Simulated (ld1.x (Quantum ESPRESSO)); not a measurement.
## rubidium, TM: configuration errors across variants

ld1.x (Quantum ESPRESSO) 7.5 input, shortened:

```
&input
   title='Rb', zed=37., rel=1, dft='PZ', iswitch=3,
   config='[Kr] 4d1 5s0 5p0'
 /
 &inputp
   pseudotype=2, tm=.true., lloc=0,
   nlcc=.true., new_core_ps=.true.
 /
3
4P  2  1   6.00   0.00  1.75  1.75  0.0
4D  3  2   1.00   0.00  4.20  4.20  0.0
4S  1  0   2.00   0.00  2.25  2.25  0.0
 &test
   configts(1)='4s2 4p6 4d1 5s0 5p0'
 /
```

All-electron excitation energies from the reference (eV): (1) 4s2 4p6 4d0 5s1 5p0 -2.316; (2) 4s2 4p6 4d0 5s0 5p0 1.961; (3) 4s2 4p6 4d0 5s0.5 5p0 -0.657; (4) 4s2 4p5 4d0 5s1 5p0 18.922; (5) 4s2 4p6 4d0 5s0 5p1 -0.696; (6) 4s2 4p6 4d0.5 5s0.5 5p0 -1.159; (7) 4s1 4p6 4d0 5s1 5p0 35.520; (8) 4s2 4p6 4d1 5s0 5p0 spin -0.064; (9) 4s2 4p6 4d0 5s1 5p0 spin -2.442.

Spin tests fill each open shell by Hund’s rule, majority spin first.

Errors AE − PS in meV (a dash: test not solved or not reliable):

```tsv
change	(1)	(2)	(3)	(4)	(5)	(6)	(7)	(8)	(9)	bound ghosts
base	+271	+2.3	+183	+815	+41	+152	+854	+0.7	+271	none
all radii but the core radius scaled by about 0.75 (s 1.68, p 1.32, d 3.16 bohr)	+40	+0.5	+27	+136	+15	+22	+159	+0.1	+40	none
all radii but the core radius scaled by about 0.86 (s 1.94, p 1.50, d 3.62 bohr)	+112	+0.9	+76	+358	+20	+62	+377	+0.2	+112	none
all radii but the core radius scaled by about 0.93 (s 2.10, p 1.64, d 3.92 bohr)	+179	+1.4	+121	+554	+29	+99	+581	+0.4	+178	none
all radii but the core radius scaled by about 1.03 (s 2.32, p 1.80, d 4.34 bohr)	+308	+2.7	+208	+914	+46	+173	+959	+0.8	+307	none
all radii but the core radius scaled by about 1.22 (s 2.76, p 2.14, d 5.14 bohr)	+625	+8.4	+419	+1687	+97	+356	+1763	+2.0	+623	none
all radii but the core radius scaled by about 1.31 (s 2.96, p 2.30, d 5.50 bohr)	+756	+13	+505	+1973	+122	+433	+2053	+2.9	+754	none
all radii but the core radius scaled by about 1.37 (s 3.08, p 2.40, d 5.76 bohr)	+792	+15	+529	+2051	+129	+455	+2131	+3.2	+791	none
```

Problem. Give the same row for: all radii but the core radius scaled by about 1.09 (s 2.44, p 1.90, d 4.58 bohr).

Solution. +390, +3.8, +263, +1128, +58, +220, +1183, +1.0, +389; bound ghosts: none.
